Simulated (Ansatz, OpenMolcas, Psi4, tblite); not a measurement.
## AlClF2 (SMILES [F][Al]([F])[Cl]): the HOMO–LUMO gap, rung by rung

AlClF2 has 4 atoms, charge 0, and is taken as a singlet. SMILES: `[F][Al]([F])[Cl]`. The coordinates come from a PBE0-D4/def2-TZVP relaxation.

Each level gives the HOMO–LUMO gap (eV). The values are calculated.

| level | kind | program | value (eV) | CPU time |
| --- | --- | --- | --- | --- |
| IPEA1-xTB | semi-empirical | tblite | 6.30 | under 2 s |
| HF/def2-SVPD | Hartree–Fock | Psi4 | 14.18 | 17 s |
| SVWN5/def2-SVPD | LDA | Psi4 | 6.07 | 24 s |
| PBE/def2-SVPD | GGA | Ansatz | 6.16 | 4.7 s |
| TPSS/def2-SVPD | meta-GGA | OpenMolcas | 6.51 | 27 s |
| TPSSh/def2-SVPD | hybrid meta-GGA | Psi4 | 7.41 | 67 s |
| HSE06/def2-SVPD | range-separated hybrid | Psi4 | 7.69 | 43 s |
| PBE-QIDH/def2-SVPD | double hybrid | Ansatz | 12.21 | 10 s |

The values span 6.07 to 14.18 eV. Orbital gaps aren't excitation energies, and those of double hybrids come from the SCF part alone; they tend to grow with the share of exact exchange. CPU times are rough (shared hosts, several kinds of processor): they show what a rung costs within a factor of a few.
